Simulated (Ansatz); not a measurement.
Consider the cleavage of the Si–Ge bond: `F[SiH](F)[GeH3]` + `O[SiH](O)O` → `O[SiH](O)O[SiH](F)F` + GeH₄.

Program: Ansatz. Geometries: PBE0-D4/def2-TZVP. ΔE: electronic, gas phase. CCSD(T)/CBS adds triple-zeta CCSD(T) − MP2 to the extrapolated MP2 energy (def2 sets, frozen cores). This one scheme is used for every species. Functionals use def2-TZVPP. B3LYP here is the variant with VWN-RPA as its local correlation; programs differ in this. For Ge outer-core shells are correlated without core-valence functions, which leaves a few kJ/mol of doubt a bond. Scalar relativity is left out up to krypton. Each species was taken in one conformer, which may not be the lowest.

`F[SiH](F)[GeH3]`:

Z-matrix (Å, degrees):
```
Si
F 1 1.592
Ge 1 2.377 2 109.5
F 1 1.592 2 107.0 3 118.6
H 1 1.481 2 107.4 3 -126.4
H 3 1.536 1 109.5 2 179.0
H 3 1.536 1 109.5 2 -61.7
H 3 1.534 1 110.3 2 58.6
```

`O[SiH](O)O`:

Z-matrix (Å, degrees):
```
Si
O 1 1.641
O 1 1.633 2 105.0
O 1 1.630 2 114.4 3 -119.5
H 1 1.476 2 110.6 3 122.9
H 2 0.958 1 117.9 3 -173.6
H 3 0.958 1 116.6 2 25.4
H 4 0.959 1 117.6 2 72.3
```

`O[SiH](O)O[SiH](F)F`:

Cartesian coordinates in Å:
```
O 0.177 -1.250 1.729
Si 0.708 -0.990 0.206
O -0.159 -1.787 -0.919
O 0.597 0.630 0.021
Si -0.365 1.851 -0.369
F -1.778 1.275 -0.809
F 0.227 2.615 -1.617
H 0.129 -2.155 2.039
H 2.103 -1.407 0.007
H -1.091 -1.582 -1.019
H -0.547 2.799 0.731
```

GeH₄:

```xyz
5

Ge    0.000    0.000    0.000
H    -0.038   -1.078    1.091
H     1.021    1.079    0.383
H    -1.389    0.637   -0.138
H     0.405   -0.638   -1.335
```

(1) Is it downhill or uphill in electronic energy at CCSD(T)/CBS, and by how much? (Estimate.)

(2) What do these levels give: B97M-V, PBE0-D4, r2SCAN0-D4, CAM-B3LYP-D4, ωB97M-V, PBE-QIDH, B3LYP, HF/def2-SVP, MP2/def2-SVP, HF/def2-TZVPP, SCS-MP2/def2-TZVPP, CCSD/def2-TZVPP? (Best estimate.)

Largest T1 diagnostic among the species: 0.012.

## Answers

(1) The calculation gave: Downhill: ΔE = -139.4 kJ/mol.

(2) Ansatz gave: B97M-V -144.8, PBE0-D4 -126.6, r2SCAN0-D4 -141.6, CAM-B3LYP-D4 -146.1, ωB97M-V -140.0, PBE-QIDH -137.6, B3LYP -134.5, HF/def2-SVP -159.4, MP2/def2-SVP -149.8, HF/def2-TZVPP -164.4, SCS-MP2/def2-TZVPP -148.0, CCSD/def2-TZVPP -144.9 kJ/mol.

At CCSD(T), def2-SVP lies −6.3 kJ/mol from the extrapolated value and def2-TZVPP −2.8 kJ/mol. From PBE to PBE0 (25 % exact exchange), in def2-TZVPP and without D4, ΔE moves by −11.0 kJ/mol. In def2-TZVPP, CCSD(T) changes the Hartree–Fock value by +22.1 kJ/mol (the triples alone add +2.7 kJ/mol) and MP2 by +19.1 kJ/mol.
